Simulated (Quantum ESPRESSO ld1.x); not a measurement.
Values are calculated unless marked as measured or tabulated.
Orbital eigenvalues (eV) of the lead ion Pb+, [Hg] 6p1, at several levels of relativity; Dirac values are averaged over j with weights 2j + 1. Spin-unpolarised spherical Kohn-Sham, PBE, point nucleus, ld1.x of Quantum ESPRESSO 7.5. A level marked "c x" has the speed of light scaled by that factor and shares open shells by 2j + 1; other Dirac levels either fill j = l - 1/2 first or share by 2j + 1.

shell,non-rel.,"Dirac, 2j+1 shares","Dirac, c x 0.75","Dirac, c x 5","change of magnitude, last against first (%)"
3d,-2508.0,-2485.8,-2454.2,-2507.3,-0.03
4s,-709.55,-861.99,-1060.3,-714.39,+0.68
4p,-606.64,-660.28,-723.04,-608.44,+0.30
4d,-416.67,-408.64,-398.97,-416.41,-0.06
4f,-159.38,-140.07,-123.22,-158.64,-0.46
5s,-121.99,-151.42,-191.64,-122.90,+0.75
5p,-87.536,-94.956,-104.68,-87.772,+0.27
5d,-31.982,-28.804,-25.897,-31.863,-0.37
6s,-16.288,-19.193,-23.750,-16.373,+0.52
6p,-9.9135,-9.9916,-10.379,-9.9133,0.00
7s (empty),-4.0430,-4.4436,-5.0038,-4.0553,+0.30
5f (empty),-1.0135,-0.98820,-0.98662,-1.0120,-0.14
